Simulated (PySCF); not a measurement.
**Radial density of Cr⁺ (chromium, charge +1)**

M06-2X, [Ar] 3d5, high-spin 6S determinant. Computed with PySCF 2.14 in pcseg-2 (6s4p3d2f1g, 56 functions), with no relativity, point nucleus.

```
r (bohr)  4πr²ρ (e/bohr)  4πr²(ρα − ρβ)
 0.00125          0.1713         0.0000
 0.00210          0.4655         0.0000
 0.00353           1.229        -0.0001
 0.00593           3.099        -0.0002
 0.00998           7.221        -0.0003
  0.0168           14.76        -0.0006
  0.0282           24.29        -0.0007
  0.0475           28.48         0.0008
  0.0798           23.18         0.0080
   0.134           24.86         0.0491
   0.226           30.77         0.3130
   0.380           14.70         1.3976
   0.639           12.20         3.2021
    1.08           10.25         3.1758
    1.81           2.430         1.4788
    3.04          0.2910         0.2743
    5.12         0.01017         0.0102
```
